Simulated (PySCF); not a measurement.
Shapes and spin states of WH2

Level of theory: PBE0 in PySCF with W def2-TZVP with ECP60, H def2-TZVP; scalar-relativistic core potentials, no spin–orbit coupling; density-fitted integrals.

Relaxations began from a few typed shapes and spin states; open shells are unrestricted. The search is not exhaustive: other isomers or separated fragments can lie lower, and high-lying points may rest on an excited occupation.

Q: Order these stationary points by electronic energy, lowest first, in kJ/mol from the lowest minimum.
A. broken-symmetry Ms = 1 (⟨S²⟩ 2.92) C2v: W–H 1.704 Å (×2); H–W–H 119.1°
B. singlet (closed shell, unstable to spin polarisation) D∞h: W–H 1.827 Å (×2); H–W–H 180.0°
C. singlet (closed shell, unstable to spin polarisation) C2v: W–H 1.638 Å (×2); H–W–H 48.5°
D. singlet (closed shell, unstable to spin polarisation) C2v: W–H 1.690 Å (×2); H–W–H 111.7°
E. quintet C2v: W–H 1.713 Å (×2); H–W–H 113.2°

A: E (0.0), A (84.1), D (237.9), C (307.6), B (372.5).

Q: Which of them are minima?

A: By energy in kJ/mol, 0.0: minimum; 84.1: minimum; 237.9: minimum of the closed-shell surface only; 307.6: minimum of the closed-shell surface only; 372.5: saddle point, 2 imaginary modes.

Formally W is in oxidation state +2, d4, with 4 unpaired electrons (the high-spin count). The Mulliken spin on W is 4.28. The polar-tensor charge on W, 0.57, is far below the formal one.

For the lowest minimum: open d and f shells are described by one determinant, and the ground state may have another occupation or spin. No spin–orbit coupling is included, which matters more the heavier the element.
